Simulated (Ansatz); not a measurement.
Cost and result for the atomization energy of FH7N2O2Si2, SMILES `N[SiH](F)[Si](N)(O)O` (14 atoms, 13 bonds).

```xyz
14

N    -0.405   -0.233   -2.380
Si    0.036    0.894   -1.180
F    -1.011    2.109   -0.990
Si    0.165   -0.290    0.838
N     0.118    0.569    2.310
O     1.587   -1.112    0.957
O    -1.162   -1.259    0.707
H    -0.353   -0.028   -3.365
H    -1.105   -0.929   -2.176
H     1.288    1.550   -1.641
H    -0.621    1.224    2.504
H     0.981    0.834    2.757
H     1.884   -1.570    0.169
H    -1.402   -1.759    1.491
```

Charge 0, multiplicity 1. The structure was optimised at the PBE0-D4/def2-TZVP level. It is one conformer, not always the lowest. Program: Ansatz. All runs use 2 threads of an AMD EPYC 7R13 on a shared host and a share of an NVIDIA H100 80 GB. Times are those of one run each, without the atoms' runs, and a repeat can differ threefold. Electronic energies, without spin–orbit coupling; frozen cores. CCSD(T)/CBS adds CCSD(T) − MP2 in def2-TZVPP to the MP2 limit, and its time is that of the two runs behind it. T1 = 0.012. B3LYP takes the VWN-RPA correlation (the form of Gaussian; ORCA's B3LYP/G).

CCSD(T)/CBS is a level of theory with its own doubt, some kJ/mol a heavy atom from the limit and from the frozen cores, so smaller differences don't rank the functionals.

| level | functions | wall time |
| --- | --- | --- |
| PBE0-D4/def2-TZVPP | 337 | 2.9 s |
| PBE-D4/def2-TZVPP (with forces) | 337 | 2.9 s |
| r2SCAN-D4/def2-TZVPP (with forces) | 337 | 3.2 s |
| ωB97M-V/def2-TZVPP (with forces) | 337 | 3.3 s |
| MP2/def2-QZVPP | 635 | 3.5 s |
| B3LYP-D4/def2-TZVPP (with forces) | 337 | 3.6 s |
| B2PLYP/def2-TZVPP | 337 | 3.7 s |
| ωB97X-V/def2-TZVPP | 337 | 4.5 s |
| CCSD(T)/def2-TZVPP | 337 | 14 s |
| CCSD(T)/CBS(def2) | – | 18 s |

(1) What atomization energy does each give, and how far from CCSD(T)/CBS? (Estimate.)

Answers

(1) Ansatz gave: 
| level | atomization (kcal/mol) | difference from CCSD(T)/CBS | per bond |
| --- | --- | --- | --- |
| PBE0-D4/def2-TZVPP | 1258.6 | -19.4 | -1.5 |
| PBE-D4/def2-TZVPP (with forces) | 1289.4 | 11.4 | 0.9 |
| r2SCAN-D4/def2-TZVPP (with forces) | 1267.8 | -10.2 | -0.8 |
| ωB97M-V/def2-TZVPP (with forces) | 1276.8 | -1.2 | -0.1 |
| MP2/def2-QZVPP | 1289.7 | 11.7 | 0.9 |
| B3LYP-D4/def2-TZVPP (with forces) | 1270.0 | -8.0 | -0.6 |
| B2PLYP/def2-TZVPP | 1256.5 | -21.5 | -1.7 |
| ωB97X-V/def2-TZVPP | 1277.9 | -0.1 | 0.0 |
| CCSD(T)/def2-TZVPP | 1232.4 | -45.6 | -3.5 |
| CCSD(T)/CBS(def2) | 1278.0 | 0.0 | 0.0 |

The D4 term adds +13.3 kcal/mol with B3LYP and +7.1 kcal/mol with PBE0; it sums over pairs of atoms, weighted by their polarisabilities, and B3LYP, whose exchange is more repulsive, gets the larger term. From PBE to PBE0 (25 % exact exchange), in def2-TZVPP and without D4, the atomization energy moves by −29.6 kcal/mol: exact exchange takes away binding that semilocal exchange gives to molecules. In def2-TZVPP, CCSD(T) changes the Hartree–Fock value by +352.6 kcal/mol (the triples alone add +20.1 kcal/mol) and MP2 by +382.4 kcal/mol; breaking electron pairs costs correlation energy, which Hartree–Fock lacks.
